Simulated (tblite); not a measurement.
A geometry optimisation, step by step.

C5H5FN (doublet state).
Numbering: `[CH2:1]=[CH:2]/[C:3]=[N:4]/[C:5](=[CH2:6])[F:7]` (hydrogens: H8, H9 on C1; H10 on C2; H11, H12 on C6)
Bond orders are those of one Lewis drawing.

Computed with GFN2-xTB (tblite), gas phase: L-BFGS steps from a force-field or distance-geometry start until the largest atomic force falls under 0.01 eV/Å. 12 of its 95 geometries are shown.

Step 0: E = -564.2910 eV, largest atomic force 2.321 eV/Å
```
atom  x, y, z in Å  |  force x, y, z in eV/Å
C1     -2.743    0.169    0.075   -0.574   0.158  -0.022
C2     -1.449   -0.109    0.110   -0.184   1.074   0.356
C3     -0.546    0.985    0.469    1.597  -1.671  -0.214
N4      0.706    0.941    0.553   -0.973  -1.539  -0.113
C5      1.524   -0.215    0.361    0.370   1.956  -0.394
C6      2.679   -0.023   -0.271    0.153   0.663  -0.002
F7      1.127   -1.433    0.772   -0.219   0.304   0.134
H8     -3.489   -0.578   -0.169    0.053   0.258   0.063
H9     -3.055    1.190    0.299   -0.175  -0.487  -0.143
H10    -1.093   -1.119   -0.090    0.258   0.315   0.039
H11     2.959    0.991   -0.593   -0.285  -0.771   0.320
H12     3.382   -0.800   -0.483   -0.022  -0.259  -0.024
```

Step 9: E = -564.6268 eV, largest atomic force 0.400 eV/Å
```
atom  x, y, z in Å  |  force x, y, z in eV/Å
C1     -2.823    0.188    0.073    0.030   0.001   0.018
C2     -1.520   -0.079    0.132   -0.030  -0.114   0.056
C3     -0.525    0.877    0.526   -0.038  -0.055  -0.066
N4      0.712    0.860    0.537   -0.165  -0.086  -0.006
C5      1.605   -0.142    0.328    0.101  -0.265  -0.055
C6      2.784   -0.001   -0.270   -0.186  -0.081   0.018
F7      1.189   -1.370    0.789    0.252   0.246  -0.139
H8     -3.558   -0.562   -0.183    0.151   0.095  -0.029
H9     -3.198    1.180    0.284    0.040  -0.120   0.001
H10    -1.122   -1.082   -0.093   -0.280   0.273   0.086
H11     3.048    0.986   -0.607    0.170  -0.158  -0.017
H12     3.410   -0.854   -0.485   -0.046   0.265   0.133
```

Step 17: E = -564.6717 eV, largest atomic force 0.134 eV/Å
```
atom  x, y, z in Å  |  force x, y, z in eV/Å
C1     -2.871    0.210    0.082    0.056  -0.001  -0.018
C2     -1.573   -0.066    0.160   -0.004  -0.049  -0.027
C3     -0.543    0.846    0.552    0.003  -0.069   0.028
N4      0.690    0.809    0.517    0.000   0.012  -0.056
C5      1.631   -0.139    0.290    0.023  -0.089  -0.007
C6      2.818    0.020   -0.287    0.032  -0.020   0.057
F7      1.292   -1.376    0.777    0.041   0.079  -0.093
H8     -3.567   -0.557   -0.220   -0.055   0.118   0.032
H9     -3.263    1.191    0.295    0.011  -0.045  -0.024
H10    -1.223   -1.077   -0.069   -0.031   0.015   0.065
H11     3.156    0.974   -0.640   -0.107  -0.013  -0.006
H12     3.455   -0.836   -0.424    0.029   0.062   0.050
```

Step 26: E = -564.7122 eV, largest atomic force 0.233 eV/Å
```
atom  x, y, z in Å  |  force x, y, z in eV/Å
C1     -2.913    0.263    0.078   -0.038   0.046   0.053
C2     -1.645   -0.124    0.220   -0.007  -0.008  -0.233
C3     -0.546    0.698    0.563   -0.032  -0.042   0.100
N4      0.676    0.701    0.432   -0.040  -0.039  -0.061
C5      1.669   -0.183    0.194    0.039   0.011   0.097
C6      2.893    0.070   -0.268   -0.012  -0.014  -0.025
F7      1.378   -1.435    0.670    0.110   0.056  -0.013
H8     -3.683   -0.423   -0.233    0.046  -0.051   0.085
H9     -3.229    1.275    0.256    0.082   0.101  -0.109
H10    -1.370   -1.169    0.071   -0.086  -0.091   0.100
H11     3.128    1.024   -0.700    0.020  -0.005   0.150
H12     3.645   -0.698   -0.250   -0.082   0.037  -0.143
```

Step 34: E = -564.9581 eV, largest atomic force 1.041 eV/Å
```
atom  x, y, z in Å  |  force x, y, z in eV/Å
C1     -2.979    0.413    0.052   -0.141  -0.299  -0.044
C2     -1.820   -0.258    0.273   -0.280   0.356   0.153
C3     -0.562    0.168    0.504    0.254   0.233  -0.350
N4      0.611    0.368    0.279    0.004   0.035   0.046
C5      1.781   -0.233    0.126    1.030  -0.150  -0.026
C6      2.997    0.226   -0.249    0.022  -0.209   0.196
F7      1.673   -1.543    0.516    0.227  -0.122  -0.025
H8     -3.903   -0.132   -0.058    0.135   0.136   0.034
H9     -2.994    1.471   -0.085   -0.011   0.211  -0.072
H10    -1.832   -1.317    0.461   -0.174  -0.479   0.085
H11     3.129    1.237   -0.585   -0.109  -0.050   0.078
H12     3.901   -0.401   -0.201   -0.958   0.339  -0.075
```

Step 43: E = -565.2305 eV, largest atomic force 0.589 eV/Å
```
atom  x, y, z in Å  |  force x, y, z in eV/Å
C1     -2.889    0.500    0.003   -0.474   0.026  -0.028
C2     -1.906   -0.375    0.362    0.004   0.047   0.091
C3     -0.584   -0.218    0.180    0.581  -0.054   0.078
N4      0.588    0.083    0.283   -0.370  -0.056   0.102
C5      1.845   -0.330    0.077    0.043  -0.257   0.089
C6      2.953    0.369   -0.178   -0.139   0.153  -0.136
F7      1.983   -1.658    0.373   -0.003  -0.079  -0.059
H8     -3.922    0.214    0.140    0.222   0.181  -0.052
H9     -2.671    1.476   -0.393   -0.021  -0.136  -0.029
H10    -2.193   -1.325    0.812    0.184   0.114  -0.101
H11     2.907    1.418   -0.406    0.046  -0.095   0.037
H12     3.891   -0.155   -0.221   -0.073   0.157   0.009
```

Step 51: E = -565.2771 eV, largest atomic force 0.164 eV/Å
```
atom  x, y, z in Å  |  force x, y, z in eV/Å
C1     -2.862    0.518   -0.016   -0.054   0.097  -0.080
C2     -1.908   -0.373    0.374    0.118  -0.005   0.069
C3     -0.579   -0.301    0.148    0.007   0.060   0.037
N4      0.581   -0.017    0.345    0.151  -0.036   0.033
C5      1.848   -0.388    0.095    0.030  -0.136  -0.086
C6      2.894    0.392   -0.185   -0.035  -0.048   0.102
F7      2.043   -1.725    0.307    0.031   0.113  -0.009
H8     -3.900    0.347    0.188   -0.050  -0.079   0.010
H9     -2.600    1.438   -0.506    0.027  -0.036  -0.003
H10    -2.175   -1.301    0.871   -0.123   0.036  -0.021
H11     2.783    1.445   -0.343   -0.071   0.042   0.006
H12     3.876   -0.036   -0.244   -0.030  -0.009  -0.058
```

Step 60: E = -565.2962 eV, largest atomic force 0.098 eV/Å
```
atom  x, y, z in Å  |  force x, y, z in eV/Å
C1     -2.844    0.538   -0.042   -0.008   0.004   0.008
C2     -1.905   -0.351    0.397    0.029  -0.061   0.018
C3     -0.573   -0.317    0.193    0.047  -0.017  -0.005
N4      0.602   -0.110    0.386   -0.019   0.034   0.013
C5      1.867   -0.443    0.085   -0.034  -0.020   0.053
C6      2.865    0.407   -0.173   -0.013  -0.040  -0.011
F7      2.116   -1.771    0.256    0.044   0.056  -0.028
H8     -3.879    0.381    0.192    0.021   0.028  -0.092
H9     -2.563    1.424   -0.580   -0.039   0.012   0.035
H10    -2.225   -1.257    0.902   -0.005   0.025   0.030
H11     2.674    1.455   -0.292   -0.009  -0.016   0.025
H12     3.867    0.043   -0.291   -0.014  -0.004  -0.046
```

Step 68: E = -565.3039 eV, largest atomic force 0.072 eV/Å
```
atom  x, y, z in Å  |  force x, y, z in eV/Å
C1     -2.829    0.539   -0.057   -0.012   0.046  -0.017
C2     -1.896   -0.342    0.414   -0.049  -0.024  -0.009
C3     -0.562   -0.319    0.231    0.031   0.026   0.033
N4      0.613   -0.118    0.435   -0.024   0.023   0.035
C5      1.871   -0.455    0.101   -0.020  -0.017  -0.001
C6      2.851    0.404   -0.184    0.022  -0.046   0.004
F7      2.126   -1.783    0.240    0.030   0.027  -0.027
H8     -3.872    0.360    0.115   -0.012   0.001   0.003
H9     -2.556    1.443   -0.570    0.050  -0.052   0.006
H10    -2.233   -1.236    0.928    0.002  -0.016  -0.008
H11     2.638    1.452   -0.257    0.030   0.019  -0.017
H12     3.850    0.055   -0.364   -0.047   0.013  -0.003
```

Step 77: E = -565.3092 eV, largest atomic force 0.060 eV/Å
```
atom  x, y, z in Å  |  force x, y, z in eV/Å
C1     -2.824    0.530   -0.069    0.054   0.008  -0.002
C2     -1.898   -0.350    0.426   -0.014  -0.008   0.017
C3     -0.560   -0.291    0.301    0.050  -0.016   0.030
N4      0.617   -0.096    0.504   -0.057   0.007  -0.007
C5      1.862   -0.441    0.117   -0.037  -0.006  -0.028
C6      2.844    0.405   -0.197    0.020  -0.053   0.000
F7      2.110   -1.775    0.217   -0.009   0.033   0.003
H8     -3.874    0.346    0.049    0.043  -0.006   0.008
H9     -2.520    1.438   -0.557   -0.014  -0.015  -0.009
H10    -2.235   -1.255    0.921   -0.013   0.014  -0.021
H11     2.656    1.458   -0.257    0.017   0.000   0.005
H12     3.824    0.029   -0.423   -0.039   0.042   0.004
```

Step 85: E = -565.3116 eV, largest atomic force 0.037 eV/Å
```
atom  x, y, z in Å  |  force x, y, z in eV/Å
C1     -2.796    0.530   -0.079    0.001  -0.010   0.000
C2     -1.896   -0.362    0.442   -0.004   0.000   0.006
C3     -0.557   -0.306    0.347    0.005   0.013   0.006
N4      0.617   -0.086    0.542   -0.022  -0.016  -0.025
C5      1.852   -0.436    0.119   -0.009   0.000   0.010
C6      2.829    0.409   -0.204    0.010  -0.016  -0.004
F7      2.092   -1.772    0.193    0.001   0.010  -0.004
H8     -3.850    0.354    0.021    0.000   0.006  -0.007
H9     -2.477    1.429   -0.572    0.012  -0.023   0.013
H10    -2.260   -1.262    0.927    0.002   0.020   0.000
H11     2.644    1.464   -0.242    0.008   0.008   0.009
H12     3.802    0.038   -0.461   -0.004   0.009  -0.003
```

Step 94: E = -565.3121 eV, largest atomic force 0.010 eV/Å
```
atom  x, y, z in Å  |  force x, y, z in eV/Å
C1     -2.786    0.529   -0.082   -0.002  -0.003   0.003
C2     -1.900   -0.369    0.451    0.001   0.000   0.002
C3     -0.561   -0.322    0.352    0.003   0.003   0.002
N4      0.614   -0.098    0.538   -0.007   0.003  -0.003
C5      1.850   -0.439    0.114   -0.010  -0.003  -0.001
C6      2.822    0.415   -0.202    0.005  -0.007   0.003
F7      2.098   -1.774    0.176    0.002  -0.002  -0.004
H8     -3.843    0.374    0.014    0.004  -0.001  -0.001
H9     -2.447    1.417   -0.582   -0.003  -0.002  -0.004
H10    -2.274   -1.258    0.947    0.001   0.004   0.000
H11     2.632    1.469   -0.227    0.003   0.007   0.002
H12     3.796    0.054   -0.466    0.001   0.001  -0.001
```

**Question.** Summarise the path.

**Answer.** The energy falls by 98.52 kJ/mol from step 0 to step 94; nine tenths of that is first reached at step 42. It falls at every step. The largest force goes from 2.321 to 0.010 eV/Å. Among the bonds C2–C3 changes most, from 1.463 to 1.344 Å; the atoms move by 0.963 Å rms after alignment.

What follows is the cost of the whole relaxation. The run took 0.34 s wall on Arm Neoverse V2, one thread, no GPU, shared host.
